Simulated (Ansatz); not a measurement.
Computed with Ansatz on PBE0-D4/def2-TZVP structures; ΔE is electronic, products minus reactants. CCSD(T)/CBS is the MP2 limit (def2-TZVPP, def2-QZVPP) plus CCSD(T) − MP2 in def2-TZVPP, frozen cores. This one scheme is used for every species. DFT in def2-TZVPP. B3LYP here is the variant with VWN-RPA as its local correlation; programs differ in this. HSE06 is defined as in plane-wave codes. def2 core potentials past Kr. For In outer-core shells are correlated without core-valence functions, which leaves a few kJ/mol of doubt a bond. One conformer a species, not always the lowest.

`O=C=[N][In]([Cl])[Cl]` + `CC(C)N` → `CC(C)[NH][In]([Cl])[Cl]` + `N=C=O`  (ligand exchange at the In–N bond)

```json
{"level": "LDA (SPW92)", "ΔE (kJ/mol)": "17.5", "difference from CCSD(T)/CBS": "-16.8"}
{"level": "PBE-D4", "ΔE (kJ/mol)": "25.5", "difference from CCSD(T)/CBS": "-8.8"}
{"level": "revPBE-D4", "ΔE (kJ/mol)": "27.5", "difference from CCSD(T)/CBS": "-6.8"}
{"level": "BLYP-D4", "ΔE (kJ/mol)": "25.0", "difference from CCSD(T)/CBS": "-9.3"}
{"level": "r2SCAN-D4", "ΔE (kJ/mol)": "32.4", "difference from CCSD(T)/CBS": "-1.9"}
{"level": "B97M-V", "ΔE (kJ/mol)": "37.7", "difference from CCSD(T)/CBS": "3.4"}
{"level": "PBE0-D4", "ΔE (kJ/mol)": "35.0", "difference from CCSD(T)/CBS": "0.7"}
{"level": "B3LYP-D4", "ΔE (kJ/mol)": "32.6", "difference from CCSD(T)/CBS": "-1.7"}
{"level": "r2SCANh-D4", "ΔE (kJ/mol)": "35.2", "difference from CCSD(T)/CBS": "0.9"}
{"level": "r2SCAN0-D4", "ΔE (kJ/mol)": "39.3", "difference from CCSD(T)/CBS": "5.0"}
{"level": "HSE06-D4", "ΔE (kJ/mol)": "35.2", "difference from CCSD(T)/CBS": "0.9"}
{"level": "BHLYP-D4", "ΔE (kJ/mol)": "43.0", "difference from CCSD(T)/CBS": "8.7"}
{"level": "ωB97X-V", "ΔE (kJ/mol)": "39.0", "difference from CCSD(T)/CBS": "4.7"}
{"level": "ωB97M-V", "ΔE (kJ/mol)": "37.2", "difference from CCSD(T)/CBS": "2.9"}
{"level": "B2PLYP", "ΔE (kJ/mol)": "39.9", "difference from CCSD(T)/CBS": "5.6"}
{"level": "PBE-QIDH", "ΔE (kJ/mol)": "42.0", "difference from CCSD(T)/CBS": "7.7"}
{"level": "PBE", "ΔE (kJ/mol)": "31.6", "difference from CCSD(T)/CBS": "-2.7"}
{"level": "revPBE", "ΔE (kJ/mol)": "37.5", "difference from CCSD(T)/CBS": "3.2"}
{"level": "BLYP", "ΔE (kJ/mol)": "36.4", "difference from CCSD(T)/CBS": "2.1"}
{"level": "PBE0", "ΔE (kJ/mol)": "40.7", "difference from CCSD(T)/CBS": "6.4"}
{"level": "B3LYP", "ΔE (kJ/mol)": "42.1", "difference from CCSD(T)/CBS": "7.8"}
{"level": "r2SCANh", "ΔE (kJ/mol)": "37.4", "difference from CCSD(T)/CBS": "3.1"}
{"level": "r2SCAN0", "ΔE (kJ/mol)": "41.7", "difference from CCSD(T)/CBS": "7.4"}
{"level": "HSE06", "ΔE (kJ/mol)": "40.6", "difference from CCSD(T)/CBS": "6.3"}
{"level": "BHLYP", "ΔE (kJ/mol)": "52.1", "difference from CCSD(T)/CBS": "17.8"}
{"level": "CAM-B3LYP", "ΔE (kJ/mol)": "43.1", "difference from CCSD(T)/CBS": "8.8"}
{"level": "RPA@PBE/def2-TZVPP", "ΔE (kJ/mol)": "34.3", "difference from CCSD(T)/CBS": "0.0"}
{"level": "HF/def2-SVP", "ΔE (kJ/mol)": "66.7", "difference from CCSD(T)/CBS": "32.4"}
{"level": "MP2/def2-SVP", "ΔE (kJ/mol)": "38.7", "difference from CCSD(T)/CBS": "4.4"}
{"level": "CCSD/def2-SVP", "ΔE (kJ/mol)": "42.2", "difference from CCSD(T)/CBS": "7.9"}
{"level": "CCSD(T)/def2-SVP", "ΔE (kJ/mol)": "38.0", "difference from CCSD(T)/CBS": "3.7"}
{"level": "HF/def2-TZVPP", "ΔE (kJ/mol)": "71.6", "difference from CCSD(T)/CBS": "37.3"}
{"level": "MP2/def2-TZVPP", "ΔE (kJ/mol)": "34.5", "difference from CCSD(T)/CBS": "0.2"}
{"level": "SCS-MP2/def2-TZVPP", "ΔE (kJ/mol)": "39.7", "difference from CCSD(T)/CBS": "5.4"}
{"level": "CCSD/def2-TZVPP", "ΔE (kJ/mol)": "41.9", "difference from CCSD(T)/CBS": "7.6"}
{"level": "CCSD(T)/def2-TZVPP", "ΔE (kJ/mol)": "36.7", "difference from CCSD(T)/CBS": "2.4"}
{"level": "SCS-MP2/def2-QZVPP", "ΔE (kJ/mol)": "38.8", "difference from CCSD(T)/CBS": "4.5"}
{"level": "HF/CBS(def2)", "ΔE (kJ/mol)": "72.2", "difference from CCSD(T)/CBS": "37.9"}
{"level": "MP2/CBS(def2)", "ΔE (kJ/mol)": "32.1", "difference from CCSD(T)/CBS": "-2.2"}
{"level": "CCSD/CBS(def2)", "ΔE (kJ/mol)": "39.4", "difference from CCSD(T)/CBS": "5.1"}
{"level": "CCSD(T)/CBS", "ΔE (kJ/mol)": "34.3", "difference from CCSD(T)/CBS": "0"}
```

(1) What do rigid-rotor, harmonic-oscillator terms from PBE0-D4/def2-TZVP frequencies (298.15 K, 1 bar) make of the CCSD(T)/CBS value? (Estimate.)

Largest T1 diagnostic among the species: 0.018.

Results:

(1) Computed: ΔZPE = -6.6 kJ/mol, ΔH = +29.0 kJ/mol, ΔS = -10 J/(mol·K), ΔG = +31.9 kJ/mol. Modes under 50 cm⁻¹ make the entropy rough.

From r2SCAN to r2SCAN0 (25 % exact exchange), in def2-TZVPP and without D4, ΔE moves by +7.3 kJ/mol. The D4 term adds −9.6 kJ/mol with B3LYP and −5.6 kJ/mol with PBE0; it sums over pairs of atoms, weighted by their polarisabilities, and B3LYP, whose exchange is more repulsive, gets the larger term.
